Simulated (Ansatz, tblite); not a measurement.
Cost and result up the ladder for Au(PH3)Cl (PH3AuCl) (6 atoms). Charge 0, multiplicity 1. Geometry: PBE-D4/def2-TZVP.

Cartesian coordinates in Å:
```
Au -0.633 -0.234 -1.274
P 0.341 0.126 0.687
H 1.572 0.832 0.717
H 0.708 -0.991 1.481
H -0.364 0.871 1.668
Cl -1.623 -0.605 -3.280
```

Ansatz on 4 threads of Arm Neoverse V2 on a shared host; xTB runs through tblite on one thread. Times are rough, summed over both states, and most runs start from the orbitals of an earlier one. No level here is sound enough to serve as a yardstick. The other state is a triplet.

In the def2 sets Au takes a core potential; there is no spin–orbit coupling. The xTB rows come from tblite. HOMO above LUMO, or a gap near zero within one spin, warns that the state may not be the lowest or that an electron is smeared out.

xTB has no spin-polarisation term.

```json
{"level": "GFN2-xTB", "functions": "30", "vertical triplet (eV)": "5.12", "remarks": "–"}
{"level": "PBE-D4/def2-TZVP (with forces)", "functions": "132", "vertical triplet (eV)": "5.28", "remarks": "gap within one spin near zero (triplet)"}
{"level": "r2SCAN-D4/def2-TZVP", "functions": "132", "vertical triplet (eV)": "5.42", "remarks": "–"}
{"level": "GFN1-xTB", "functions": "33", "vertical triplet (eV)": "4.75", "remarks": "–"}
```

(1) Estimate how long each takes.

## Answers

(1) GFN1-xTB 0.008 s; GFN2-xTB 0.009 s; PBE-D4/def2-TZVP (with forces) 7.3 s; r2SCAN-D4/def2-TZVP 13 s. On shared hardware such times vary by a factor of up to 3.
